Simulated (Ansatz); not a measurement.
C3H6BN, SMILES `BC1C=CN1` at its PBE0-D4/def2-TZVP geometry, where that method's forces vanish. The species carries charge 0 and has multiplicity 1.

```tsv
atom	x (Å)	y (Å)	z (Å)
B1	0.320	-0.244	1.304
C2	-0.212	-0.871	0.000
C3	0.853	0.084	-0.531
C4	-0.170	0.853	-1.024
N5	-1.186	0.006	-0.684
H6	1.203	-0.792	1.901
H7	-0.226	0.721	1.757
H8	-0.206	-1.920	-0.281
H9	1.913	0.017	-0.706
H10	-0.267	1.812	-1.521
H11	-2.023	0.332	-0.214
```

(1) For each bond, give half the difference of the two atoms' forces along it (eV/Å; positive pushes the atoms apart) under PBE-D4, r2SCAN-D4, B3LYP-D4, ωB97M-V in def2-TZVPP. (Best estimate.)

Results:

(1) Computed: 
```tsv
bond	length (Å)	PBE-D4	r2SCAN-D4	B3LYP-D4	ωB97M-V
B1–C2	1.542	0.07	0.04	0.09	0.07
B1–H6	1.198	0.00	-0.07	-0.16	-0.11
B1–H7	1.197	0.05	-0.04	-0.12	-0.11
C2–C3	1.525	0.12	0.13	0.27	0.30
C2–N5	1.478	0.21	0.27	0.35	0.26
C2–H8	1.086	0.01	-0.09	-0.18	-0.19
C3–C4	1.372	0.48	0.24	0.12	-0.06
C3–H9	1.077	-0.06	-0.13	-0.19	-0.15
C4–N5	1.365	0.29	0.22	0.31	0.26
C4–H10	1.084	-0.17	-0.17	-0.23	-0.11
N5–H11	1.014	0.13	-0.07	-0.14	-0.19
```

B3LYP here is the variant with VWN-RPA as its local correlation; programs differ in this.
